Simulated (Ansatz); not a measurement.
CH8InNSi (`N[CH]([SiH3])[InH2]`). The species carries charge 0 and has multiplicity 1. In: def2 effective core potential.

Z-matrix (Å, degrees):
```
C
Si 1 1.870
In 1 2.202 2 109.6
N 1 1.463 2 110.7 3 -130.0
H 1 1.098 2 105.1 3 112.6
H 2 1.490 1 109.0 3 -51.4
H 2 1.489 1 113.3 3 -173.6
H 2 1.493 1 109.4 3 66.3
H 3 1.738 1 114.3 2 -115.0
H 3 1.730 1 124.8 2 67.3
H 4 1.012 1 111.2 2 59.8
H 4 1.012 1 112.1 2 178.9
```

Problem. List the harmonic frequencies (cm⁻¹, unscaled) at PBE0-D4/def2-TZVP in Ansatz. (Best estimate.)

Solution. Computed: 68, 99, 134, 191, 194, 231, 334, 424, 464, 582, 629, 667, 757, 838, 921, 930, 953, 965, 1101, 1128, 1344, 1661, 1768, 1788, 2190, 2207, 2213, 3039, 3519, 3600.

Problem. Is this a minimum?

Solution. Yes, all 30 modes are real.

Problem. Give the ideal-gas thermochemistry at 298.15 K and 1 bar (rigid rotor, harmonic oscillator; point group C1, symmetry number 1).

Solution. Zero-point energy 209.0 kJ/mol; H(298) − E = 233.7 kJ/mol; entropy 382.6 J/(mol·K), of which translation 173.4, rotation 117.1, vibration 92.1; G(298) − E = 119.6 kJ/mol. Modes under 100 cm⁻¹ are hindered rotations or soft bends, so the harmonic entropy is rough.

Problem. And at 400, 500, 600, 800 and 1000 K?

Solution. 
| T (K) | H − E (kJ/mol) | S (J/mol/K) | G − E (kJ/mol) |
| --- | --- | --- | --- |
| 400 | 247.9 | 423.5 | 78.5 |
| 500 | 264.0 | 459.2 | 34.3 |
| 600 | 281.7 | 491.6 | -13.2 |
| 800 | 321.2 | 548.2 | -117.4 |
| 1000 | 364.6 | 596.5 | -231.9 |
